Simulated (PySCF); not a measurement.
BClGeH$_{3}$ (calculated)

All values are calculated (PySCF 2.14.0). Calculation on a computer-drawn molecule: optimised geometry and harmonic frequencies of an isolated molecule of the commonest isotopes, restricted reference for singlets and unrestricted otherwise, frozen core in MP2; on germanium a core potential holds 10 electrons, which the energies leave out, and 3d is frozen in MP2 and coupled-cluster steps.

Entry: BClGeH$_{3}$

Start structure:
```xyz
6
BClGeH3
Cl    -1.0632     0.7126     0.0581
B      0.5455     0.2049     0.2449
Ge     0.8062    -1.6722     0.9705
H      1.4426     0.9508     0.0750
H     -0.2913    -2.5555     0.7727
H      2.0738    -2.4313     0.5970
```

Here we set charge 0, multiplicity 2, method HF, basis cc-pV(D+d)Z and basis and core potential on germanium cc-pVDZ-PP ECP10MDF.

The calculation gives: rotational constants 31.98, 1.848, 1.751 GHz; total energy -779.3107 hartree; spin squared 0.7649; convergence status largest gradient component 1.88e-05 hartree/bohr.

Drawn bonds:
| atom | other atom | order |
| --- | --- | --- |
| 1 | 2 | 1 |
| 2 | 3 | 1 |
| 2 | 4 | 1 |
| 3 | 5 | 1 |
| 3 | 6 | 1 |

Optimised structure:
```xyz
6
BClGeH3
Cl    -1.0891     0.8755     0.0713
B      0.5323     0.2010     0.2455
Ge     0.8029    -1.7103     0.8880
H      1.4539     0.9311     0.0472
H     -0.3451    -2.7122     0.8056
H      2.1587    -2.3758     0.6606
```

Modes:
| frequency (cm⁻¹) | reduced mass (dalton) |
| --- | --- |
| 173.6 | 6.915 |
| 235.1 | 1.157 |
| 287.1 | 1.179 |
| 474.4 | 1.473 |
| 643.6 | 2.294 |
| 740.6 | 1.386 |
| 864 | 3.624 |
| 931.6 | 1.036 |
| 1115 | 1.343 |
| 2237 | 1.019 |
| 2245 | 1.022 |
| 2769 | 1.093 |
